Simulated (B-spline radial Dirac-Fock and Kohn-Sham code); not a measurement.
# The L3 (2p3/2) hole of rubidium ions: width and yield against charge

Model: independent-particle rates on relativistic LDA orbitals of the hole state (multipoles up to L = 3, Coulomb Auger matrix elements, transition energies from Dirac-Fock). Program: a radial finite-basis atomic code. Tabulated ground configurations, configuration averages; single configurations, so decays that open only by mixing (as 1s 2s² with 1s 2p² in Be-like ions) are missing and such tiny yields are far too low.

| ion | configuration | radiative (eV) | non-radiative (eV) | yield |
| --- | --- | --- | --- | --- |
| Rb | [Kr] 5s1 | 0.0298 | 1.25 | 0.0233 |
| Rb⁺ | [Ar] 3d10 4s2 4p6 | 0.0298 | 1.25 | 0.0232 |
| Rb⁴⁺ | [Ar] 3d10 4s2 4p3 | 0.0300 | 1.24 | 0.0237 |
| Rb⁵⁺ | [Ar] 3d10 4s2 4p2 | 0.0302 | 1.23 | 0.0240 |
| Rb⁶⁺ | [Ar] 3d10 4s2 4p1 | 0.0303 | 1.22 | 0.0243 |
| Rb⁷⁺ | [Ar] 3d10 4s2 | 0.0305 | 1.21 | 0.0246 |

Values without a named source are computed, but for edge energies of neutral atoms, which are taken from tables.
